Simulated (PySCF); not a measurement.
Mapped SMILES: `[CH3:1][c:2]1[cH:3][c:4](=[O:5])[cH:6][c:7]([CH3:8])[o:9]1`. Hydrogens are named by the atom that carries them.

GIAO PBE0/pcSseg-1 shifts (PySCF 2.14, gas phase, non-relativistic, equivalent atoms averaged), each against references optimised in the same way as the molecule (TMS, H2O).

On the GFN2-xTB geometry: C4 179.1, C2/C7 169.2, C3/C6 122.5, C1/C8 23.1, O5 541.5, O9 243.1, H(C3)/H(C6) 6.12, H(C1)/H(C8) 2.24 ppm.

Q: What changes on the PBE0-D3(BJ)/def2-SVP geometry?

A: 
```json
{"atoms": "C4", "δ (ppm)": "176.6", "change": "-2.5"}
{"atoms": "C2/C7", "δ (ppm)": "167.4", "change": "-1.8"}
{"atoms": "C3/C6", "δ (ppm)": "121.0", "change": "-1.5"}
{"atoms": "C1/C8", "δ (ppm)": "21.6", "change": "-1.5"}
{"atoms": "O5", "δ (ppm)": "541.0", "change": "-0.5"}
{"atoms": "O9", "δ (ppm)": "246.9", "change": "+3.8"}
{"atoms": "H(C3)/H(C6)", "δ (ppm)": "5.90", "change": "-0.22"}
{"atoms": "H(C1)/H(C8)", "δ (ppm)": "2.14", "change": "-0.10"}
```

Bonds between heavy atoms that differ most (equivalent bonds averaged): C1–C2 1.495 → 1.486 Å, C2–C3 1.344 → 1.350 Å, C3–C4 1.460 → 1.465 Å. Mean change of bonds to hydrogen: C–H +0.012 Å.
